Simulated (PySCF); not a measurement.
## What settings do to a single point of BiCl5

The sound run of BiCl5 (singlet) uses PySCF 2.14.0, RKS PBE, Bi def2-SVP with ECP60, Cl def2-SVP; non-relativistic Hamiltonian with scalar-relativistic core potentials where named; density fitting; no spin-orbit coupling, grid (50, 194), threshold 1e-8 Eh and 55 cycles, at the relaxed geometry:

```xyz
6

Bi    0.0000    0.0000   -0.0427
Cl    0.0000    0.0000    2.4108
Cl    2.4424    0.0000   -0.5665
Cl    0.0000    2.4424   -0.5665
Cl   -2.4424    0.0000   -0.5665
Cl    0.0000   -2.4424   -0.5665
```

There Bi1 has a Mulliken charge of 0.94 e and the dipole about the centre of mass is 0.12 D. Each run below changes one thing and starts from free metal ions and neutral atoms unless it says otherwise; with 55 cycles, smearing, a level shift and second-order steps follow where DIIS fails, and their cycles count. Energy shifts count from the sound run.

```tsv
change	outcome	cycles	energy shift (eV)	largest force component (eV/Å)	charge on Bi1 (e)	dipole about the centre of mass (D)
charge changed by +4, spin kept, limit 99 cycles	not converged	99	–	–	–	–
threshold 0.0001	converged	7	0.0000	0.01	0.94	0.13
```

Q: One further run converged with energy shift (eV) 2285.83, largest force component (eV/Å) 12888.26, charge on Bi1 (e) 1.68, dipole about the centre of mass (D) 4.25. Which change was it?
A. start from a density of up to 30 smeared cycles (not counted)
B. grid (99, 590)
C. Cl3 put 0.5 Å from Bi1, limit 87 cycles

A: C.

Q: And the other changes listed?

A: 
```tsv
change	outcome	cycles	energy shift (eV)	largest force component (eV/Å)	charge on Bi1 (e)	dipole about the centre of mass (D)
grid (99, 590)	converged	9	0.0016	0.01	0.94	0.12
start from a density of up to 30 smeared cycles (not counted)	converged	8	0.0000	0.00	0.94	0.12
```

Unsound on purpose, so not properties of the compound: Cl3 put 0.5 Å from Bi1, limit 87 cycles.

Forces carry noise of the integration grid, about 0.01 to 0.03 eV/Å.

A frequency check found unstable modes (1, the lowest at -33 cm⁻¹), so the relaxed geometry is a saddle point, or these are noise. The gap of the closed shell is small, and it wasn't tested for a lower spin-broken solution at this geometry.
